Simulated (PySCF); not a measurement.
## Antimony: a sound run and one with changed settings

Sound run: Sb⁺ [Kr] 4d10 5s2 5p2, Sb²⁺ [Kr] 4d10 5s2 5p1. Computed with PySCF 2.14 in cc-pVTZ-PP with ECP28MDF (5s4p3d1f, 39 functions), with a scalar-relativistic core potential. The sound run starts from symmetry-adapted Hartree-Fock orbitals and uses a fine grid where one is needed.

Changed run: radial step 0.8 in ln r (0.13 in the sound run). This setting is unsound on purpose.

| species | method | sound run (hartree) | changed run (hartree) | converged |
| --- | --- | --- | --- | --- |
| Sb⁺ | UHF | -238.96184 | -238.96184 | yes |
| Sb⁺ | M06-L | -240.04611 | -239.87875 | yes |
| Sb⁺ | PBE | -239.87751 | -240.00606 | yes |
| Sb²⁺ | UHF | -238.37372 | -238.37372 | yes |
| Sb²⁺ | M06-L | -239.45377 | -239.26060 | yes |
| Sb²⁺ | PBE | -239.27227 | -239.39521 | yes |

Ionisation energy of Sb⁺:

```json
{"method": "UHF", "sound run (eV)": "16.004", "changed run (eV)": "16.004"}
{"method": "M06-L", "sound run (eV)": "16.118", "changed run (eV)": "16.821"}
{"method": "PBE", "sound run (eV)": "16.469", "changed run (eV)": "16.622"}
```

A coarse radial grid mis-integrates the density and the exchange-correlation energy, with errors of either sign; Hartree-Fock needs no grid.

For comparison, NIST gives 16.626 ± 0.025 eV between the lowest levels.
